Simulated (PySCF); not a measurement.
Geometry:
```json
{"atom": "C1", "x (Å)": "2.015", "y (Å)": "-0.681", "z (Å)": "-1.157"}
{"atom": "C2", "x (Å)": "1.122", "y (Å)": "-0.558", "z (Å)": "0.051"}
{"atom": "O3", "x (Å)": "0.053", "y (Å)": "0.370", "z (Å)": "-0.206"}
{"atom": "C4", "x (Å)": "-1.217", "y (Å)": "-0.165", "z (Å)": "-0.611"}
{"atom": "C5", "x (Å)": "-2.052", "y (Å)": "-0.616", "z (Å)": "0.562"}
{"atom": "B6", "x (Å)": "0.116", "y (Å)": "1.805", "z (Å)": "0.614"}
{"atom": "F7", "x (Å)": "-0.019", "y (Å)": "1.451", "z (Å)": "1.922"}
{"atom": "F8", "x (Å)": "-0.936", "y (Å)": "2.489", "z (Å)": "0.098"}
{"atom": "F9", "x (Å)": "1.347", "y (Å)": "2.272", "z (Å)": "0.288"}
{"atom": "H10", "x (Å)": "2.844", "y (Å)": "-1.371", "z (Å)": "-0.942"}
{"atom": "H11", "x (Å)": "1.467", "y (Å)": "-1.067", "z (Å)": "-2.030"}
{"atom": "H12", "x (Å)": "2.434", "y (Å)": "0.303", "z (Å)": "-1.409"}
{"atom": "H13", "x (Å)": "0.674", "y (Å)": "-1.519", "z (Å)": "0.347"}
{"atom": "H14", "x (Å)": "1.662", "y (Å)": "-0.160", "z (Å)": "0.920"}
{"atom": "H15", "x (Å)": "-1.704", "y (Å)": "0.647", "z (Å)": "-1.164"}
{"atom": "H16", "x (Å)": "-1.004", "y (Å)": "-0.984", "z (Å)": "-1.316"}
{"atom": "H17", "x (Å)": "-2.272", "y (Å)": "0.229", "z (Å)": "1.227"}
{"atom": "H18", "x (Å)": "-3.003", "y (Å)": "-1.030", "z (Å)": "0.195"}
{"atom": "H19", "x (Å)": "-1.547", "y (Å)": "-1.397", "z (Å)": "1.149"}
```

Geometry: PBE0-D3(BJ)/def2-SVP; GIAO absolute shieldings from PySCF 2.14, gas phase, non-relativistic, averaged over equivalent atoms.

At PBE0/def2-SVP (176 basis functions, of the order of 21 core-seconds):
| atoms | σ (ppm) |
| --- | --- |
| C2/C4 | 131.1 |
| C1/C5 | 181.6 |
| O3 | 277.9 |
| B6 | 110.7 |
| F7/F8/F9 | 351.6 |
| H13/H14/H15/H16 | 27.72 |
| H10/H11/H12/H17/H18/H19 | 30.25 |

Task: Predict the values at PBE0/cc-pVTZ on the same geometry.

Result: 
```json
{"atoms": "C2/C4", "σ at PBE0/cc-pVTZ": "120.6", "change": "-10.5"}
{"atoms": "C1/C5", "σ at PBE0/cc-pVTZ": "174.1", "change": "-7.5"}
{"atoms": "O3", "σ at PBE0/cc-pVTZ": "262.7", "change": "-15.2"}
{"atoms": "B6", "σ at PBE0/cc-pVTZ": "102.8", "change": "-7.9"}
{"atoms": "F7/F8/F9", "σ at PBE0/cc-pVTZ": "338.4", "change": "-13.2"}
{"atoms": "H13/H14/H15/H16", "σ at PBE0/cc-pVTZ": "27.35", "change": "-0.37"}
{"atoms": "H10/H11/H12/H17/H18/H19", "σ at PBE0/cc-pVTZ": "30.04", "change": "-0.21"}
```

The largest change is at O3 (donor oxygen of a Lewis adduct). Cost: 410 basis functions, of the order of 2 core-minutes.
